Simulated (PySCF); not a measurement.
# Correlation energy of Ag (silver, neutral)

[Kr] 4d9 5s1 6s1, high-spin 4D determinant (an excited configuration). Calculation: PySCF 2.14, in aug-cc-pwCVTZ-PP with ECP28MDF; a scalar-relativistic core potential. Frozen: 4s2 4p6; 11 electrons correlated.

MP2 pair energies summed by pair of shells (mhartree):

```
 pair   energy  share (%)
4d-4d  -310.94       86.2
4d-5s   -44.10       12.2
4d-6s    -3.67        1.0
5s-6s    -1.91        0.5
```

Total MP2 correlation energy: -360.62 mhartree.

Same-spin part -134.35 and opposite-spin part -226.27 mhartree; SCS-MP2 scales them by 1/3 and 6/5 to -316.30 mhartree.
